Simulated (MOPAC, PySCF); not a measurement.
[Ag(H2O)(Cl)], neutral singlet in the gas phase. 

Cartesian coordinates (Å):
```xyz
5

Ag    -0.0168     0.0075     0.0244
O      0.8042     0.0608    -2.0110
H      1.2483     0.8904    -2.2376
H      0.1462    -0.0761    -2.7075
Cl    -0.8927    -0.0130     2.1210
```
Charge 0, spin multiplicity 1.

All levels are single points at this geometry (r2SCAN-D4/def2-SVP); Pople sets use spherical d functions. Orbital energies aren't observables, and empty levels follow the basis.

```
level                                     HOMO (eV)  LUMO (eV)  gap (eV)  dipole (D)  vertical IE, Delta-SCF (eV)
----------------------------------------  ---------  ---------  --------  ----------  ---------------------------
PBE-D3(BJ)/def2-TZVP in PySCF                 -5.65      -2.54      3.11        8.32                            –
TPSSh-D3(BJ)/def2-TZVP in PySCF               -6.18      -2.01      4.17        8.70                            –
B3LYP/6-311+G** (LANL2DZ on Ag) in PySCF      -6.74      -2.24      4.51        9.05                            –
B3LYP/LANL2DZ in PySCF                        -6.56      -1.99      4.57        9.18                            –
M06-2X/6-31G* (LANL2DZ on Ag) in PySCF        -8.06      -1.09      6.96        9.50                            –
PBE/6-31G* (LANL2DZ on Ag) in PySCF           -5.56      -2.46      3.10        8.72                         9.25
HF/6-31G* (LANL2DZ on Ag) in PySCF            -9.77       0.86     10.63       10.26                         8.17
PM6 in MOPAC                                  -8.39      -2.21      6.18        8.85                            –
PM7 in MOPAC                                  -9.36      -0.20      9.17        9.00                            –
```
